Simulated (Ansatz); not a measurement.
`C#C[SiH](C#C)C#C` and `C#C[Si](C#C)(C#C)C#C` differ in one atom or group.

Ansatz, PBE0-D4/def2-TZVP geometries, multiplicity 1. 

```tsv
property	`C#C[SiH](C#C)C#C`
HOMO–LUMO gap (PBE0/def2-TZVPP) / eV	7.52
HOMO energy (PBE/def2-TZVPP) / eV	-7.02
LUMO energy (B3LYP/def2-TZVPP) / eV	-0.88
HOMO energy (PBE0/def2-TZVPP) / eV	-8.21
HOMO–LUMO gap (B3LYP/def2-TZVPP) / eV	7.07
size of the dipole moment (ωB97M-V/def2-TZVPP) / D	0.63
```

Task: Give the same properties after the change, and the shifts. (Best estimate.)

Result: Ansatz gave: 
| property | `C#C[Si](C#C)(C#C)C#C` | shift |
| --- | --- | --- |
| HOMO–LUMO gap (PBE0/def2-TZVPP) / eV | 7.44 | -0.08 |
| HOMO energy (PBE/def2-TZVPP) / eV | -7.00 | 0.02 |
| LUMO energy (B3LYP/def2-TZVPP) / eV | -0.94 | -0.06 |
| HOMO energy (PBE0/def2-TZVPP) / eV | -8.20 | 0.01 |
| HOMO–LUMO gap (B3LYP/def2-TZVPP) / eV | 6.99 | -0.08 |
| size of the dipole moment (ωB97M-V/def2-TZVPP) / D | 0.01 | -0.62 |

The zero-point energy changes by 29.1 kJ/mol with +6 modes.

B3LYP here is the variant with VWN-RPA as its local correlation; programs differ in this.
